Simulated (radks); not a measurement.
Sb XIII, 39 electrons, occupied as [Ar] 3d10 4s2 4p5 4d3 5s1 (not the ground configuration).

Calculated with a radial shooting solver on a logarithmic mesh with Libxc functionals: Dirac Kohn-Sham, BLYP, spin-unpolarised, spherical densities, point nucleus; open shells fill j = l - 1/2 first.

Energy parts (eV):
| part | energy |
|---|---|
| total | -174980.944 |
| kinetic | 184776.804 |
| electron-nucleus | -414708.398 |
| Hartree | 59349.209 |
| exchange-correlation | -4398.558 |

Orbitals (lengths in bohr, moments of r in powers of bohr):
\begin{tabular}{lrrrr}
orbital & occ. & eigenvalue (eV) & <r^4> & <r^2> \\ \hline
1s1/2 & 2 & -30560.37 & 3.124e-06 & 0.001094 \\
2s1/2 & 2 & -4878.348 & 0.0005376 & 0.01765 \\
2p1/2 & 2 & -4582.059 & 0.0003453 & 0.01310 \\
2p3/2 & 4 & -4330.012 & 0.0004086 & 0.01439 \\
3s1/2 & 2 & -1164.532 & 0.02338 & 0.1239 \\
3p1/2 & 2 & -1043.637 & 0.02244 & 0.1186 \\
3p3/2 & 4 & -996.6976 & 0.02554 & 0.1268 \\
3d3/2 & 4 & -783.9132 & 0.02107 & 0.1074 \\
3d5/2 & 6 & -774.0956 & 0.02193 & 0.1097 \\
4s1/2 & 2 & -385.5878 & 0.5554 & 0.6243 \\
4p1/2 & 2 & -342.1456 & 0.6449 & 0.6663 \\
4p3/2 & 3 & -331.6384 & 0.7152 & 0.7025 \\
4d3/2 & 3 & -259.8400 & 0.9869 & 0.8064 \\
4d5/2 & 0 & -257.9251 & 1.015 & 0.8183 \\
5s1/2 & 1 & -180.5655 & 7.432 & 2.340 \\
\end{tabular}

The highest occupied level is 5s1/2 at -180.57 eV. The configuration is held as typed, so some empty levels lie below it. The density falls to 0.001 e/bohr^3 at r = 2.47 bohr.
